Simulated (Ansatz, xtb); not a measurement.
Energy difference 4 R1 → 4 P1 + P2, each structure at its B3LYP-D3(BJ)/def2-TZVP stationary point, reached from a drawn start (curvature not checked).
R1: C2H6 (SMILES CC), charge 0, multiplicity 1.
P1: CH4 (SMILES C), charge 0, multiplicity 1.
P2: C4H8 (SMILES C1CCC1), charge 0, multiplicity 1.

P less R. No zero-point or thermal terms.

Codes used: Ansatz (Gaussian orbitals); xtb for the GFN methods. All values are computed, each at the level named.

Problem. One of these levels gives 82.2 kJ/mol for the reaction energy. Name it.
A. GFN1-xTB
B. PBE/def2-TZVPP
C. SVWN5/def2-TZVPP

Solution. B, PBE/def2-TZVPP. The others give 59.7 (GFN1-xTB), 94.8 (SVWN5/def2-TZVPP)

Ansatz is an electronic-structure program.
